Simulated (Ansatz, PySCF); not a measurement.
Reaction (SMILES): OB(F)F -> [O]B(F)F + H atom (the H-O bond at the site shown breaks; other sites are not compared here)
Structures are relaxed separately at B3LYP-D3(BJ)/def2-TZVP in Ansatz (a quantum-chemistry and plane-wave program), one conformer each, not searched for the lowest. Frequencies are from Ansatz.
Geometry of the first species:
```
B
F 1 1.3217
F 1 1.3324 2 118.24
O 1 1.3483 2 119.47 3 180.00
H 4 0.9626 1 114.10 2 -180.00
```
Charge 0, spin multiplicity 1.

Property: bond dissociation energy (enthalpy at 298 K, with B3LYP-D3(BJ) rigid-rotor harmonic-oscillator terms), in kcal/mol. Cores are frozen in the correlated levels unless marked. Open shells are spin-unrestricted. Spin-orbit coupling is left out. Non-relativistic. CBS marks a two-point X^-3 extrapolation of the correlation energy; Hartree-Fock from the larger set.

| level | program | bond dissociation energy (kcal/mol) |
|---|---|---|
| PW6B95/def2-TZVPD | PySCF | 117.3 |
| HSE06-D3(BJ)/def2-TZVPD | Ansatz + dftd3 | 115.7 |
| LC-wPBE-D3(BJ)/def2-TZVPD | Ansatz + dftd3 | 116.7 |
| wB97M-V/def2-TZVPD | Ansatz | 118.9 |

### Question
Predict the CCSD(T)/CBS(cc-pVTZ,cc-pVQZ) result (Ansatz).

### Answer
121.7 kcal/mol
